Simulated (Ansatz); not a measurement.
Coupled-cluster diagnostics for Si6W⁺, Ansatz.

Geometry of the doublet (PBE-D4/def2-SVP):

```xyz
7

W    -0.7325   -1.8929   -1.2717
Si   -0.4356   -1.0514    0.8779
Si    1.5213   -1.6904   -0.9000
Si    0.2589    2.6053   -1.0290
Si   -0.1568    0.1920    2.8022
Si   -0.1912    0.3683   -1.3762
Si   -0.2640    1.4690    0.8969
```

In the def2 sets W takes a core potential; there is no spin–orbit coupling. Correlated methods freeze 30 core orbitals; core or outer-core shells of W are correlated, in sets that lack core-valence functions. Another isomer (doublet) lies 1.90 eV lower at PBE0-D4/def2-TZVP; other spin states weren't run for this one.

(1) Estimate the CCSD(T) correlation energy, the shares of MP2 and (T), T1 and the reference's ⟨S²⟩ for: charge 1, doublet, own geometry in def2-SVP; and the rough time on 4 threads of Arm Neoverse V2 on a shared host.

Answers

(1) 
```
                          state     basis  correlation (eV)  MP2 share (%)  (T) share (%)     T1  ⟨S²⟩ (pure)  wall time                      remarks
charge 1, doublet, own geometry  def2-SVP           -25.789           88.3            8.1  0.086  2.66 (0.75)       64 s  large T1, spin-contaminated
```
Customary marks for T1 are 0.02 (closed shells), 0.045 (open shells) and about 0.05 (3d metals). T1 exceeds 0.02 in 1 of 1 rows and 0.045 in 1; the higher it lies, the less the single-reference result can be trusted.
